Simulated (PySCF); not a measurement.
Compound: [Cu(N2)2]+ (charge +1 and singlet state).
SMILES: `N#[N]->[Cu+]<-[N]#N`

Level of theory: PBE0-D3(BJ)/def2-SVP geometry optimisation, gas phase (PySCF 2.14.0).

Take the most abundant isotopes and a rigid rotor. 

Problem. What are the moment of inertia and the rotational constant?

Solution. I = 356.271 u·Å², B = 505379 MHz·u·Å²/I = 1419 MHz (0.0473 cm⁻¹, or 0.068 K as hB/k).

Problem. List the first levels of a rigid rotor in a Σ state.

Solution. E(J) = BJ(J+1): J = 1: 0.095, J = 2: 0.284, J = 3: 0.568, J = 4: 0.946, J = 5: 1.420, J = 6: 1.987 cm⁻¹.

Problem. Has it a pure rotational spectrum?

Solution. Not by electric dipole: D∞h allows no dipole (computed 0.01 D). Rotational Raman lines (ΔJ = 2) lie at B(4J + 6), spaced by 4B = 0.189 cm⁻¹, with nuclear-spin weights that differ between even and odd J.

Problem. Estimate the classical rotational partition function at 100 K, 200 K and 500 K.

Solution. Point group D∞h, symmetry number σ = 2; q = kT/(σhB), k/h = 20836.6 MHz/K: 734 at 100 K, 1470 at 200 K, 3670 at 500 K.

Whether it is a minimum is left open (no frequencies). These are rigid-rotor constants of the computed structure; measured ground-state constants (B0) also hold zero-point vibration.

Hardware: one thread, Arm Neoverse V2, shared host. Cost: 19 s of wall time. That covers the optimisation of the geometry.
